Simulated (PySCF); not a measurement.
## Ionising HgC

PBE; PySCF, scalar-relativistic core potentials, basis sets Hg cc-pVDZ-PP with ECP60, C cc-pVDZ. Neutral (UKS): triplet (π ↑↑), Re = 2.114 Å, ωe = 418 cm⁻¹, De = 1.00 eV, HOMO -5.28 eV, LUMO -4.10 eV.

HgC⁺ (UKS): doublet (π ↑), Re = 2.136 Å, ωe = 413 cm⁻¹, De = 2.55 eV to Hg⁺ + C. The energies at the minima are -191.36611 hartree for HgC and -191.03534 for HgC⁺.

Work out the adiabatic ionisation energy, without and with harmonic zero-point energies (1 hartree = 27.2114 eV, 1 eV = 8065.5 cm⁻¹), and the change of the bond length.

At PBE: 0.33077 hartree = 9.001 eV between the minima; the zero-point term (413.0 − 418.0)/2 cm⁻¹ = -0.000 eV makes it 9.000 eV. Re changes by +2.2 pm against the neutral. The electron leaves a π orbital, and the longer bond of the ion fits a bonding orbital, or a change in how ionic the bond is.

These are scalar-relativistic numbers at best; spin–orbit coupling would shift them, the dissociation energy most. For an ion De counts to the pair picked by the measured ionisation energies or electron affinities, which need not be the lowest pair at this level. States were picked by a PBE0 search and need not be the measured ground states.
